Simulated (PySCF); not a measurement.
BeClI, SMILES [Cl][Be][I]. Atoms are numbered in the order given.

```xyz
3

Be     0.0000     0.0000    -1.1377
Cl     0.0000     0.0000    -2.9403
I      0.0000     0.0000     1.0290
```
Charge 0, spin multiplicity 1.

Coordinates come from a B3LYP-D3(BJ)/def2-TZVP optimisation. The def2 effective core potentials stand for the cores of I; spin–orbit coupling is left out.

The numbers are results of PySCF with TDA-B3LYP/def2-TZVPD, not measurements.

Vertical excitations; the highest root listed may be one member of a degenerate set. Gas-phase values at a fixed geometry. State labels are in the subgroup C2v.

Computed lowest excited states:
```
state  symmetry  energy (eV)  λ (nm)      f                                              main pairs
-----  --------  -----------  ------  -----  ------------------------------------------------------
S1           A2         5.95     208  0.000                    HOMO−1→LUMO+2 50 %, HOMO→LUMO+1 50 %
S2           A1         5.99     207  0.000             HOMO−1→LUMO+1, HOMO→LUMO+2 (degenerate set)
S3           A2         5.99     207  0.000             HOMO→LUMO+1, HOMO−1→LUMO+2 (degenerate set)
S4           B1         6.07     204  0.050                            HOMO−1→LUMO (degenerate set)
S5           B2         6.07     204  0.050                              HOMO→LUMO (degenerate set)
S6           A1         6.86     181  0.240  HOMO→LUMO+2 39 %, HOMO−1→LUMO+1 39 %, HOMO−4→LUMO 16 %
S7           A2         7.46     166  0.000                  HOMO−3→LUMO+2 50 %, HOMO−2→LUMO+1 50 %
S8           A2         7.50     165  0.000           HOMO−2→LUMO+1, HOMO−3→LUMO+2 (degenerate set)
S9           A1         7.50     165  0.000           HOMO−3→LUMO+1, HOMO−2→LUMO+2 (degenerate set)
S10          B2         7.50     165  0.039                                        HOMO→LUMO+3 96 %
T1           A1         5.54     224      0                    HOMO−1→LUMO+1 49 %, HOMO→LUMO+2 49 %
T2           A1         5.71     217      0             HOMO→LUMO+2, HOMO−1→LUMO+1 (degenerate set)
T3           A2         5.71     217      0             HOMO−1→LUMO+2, HOMO→LUMO+1 (degenerate set)
T4           B2         5.80     214      0                                          HOMO→LUMO 95 %
```
Triplets are in the Tamm–Dancoff approximation.
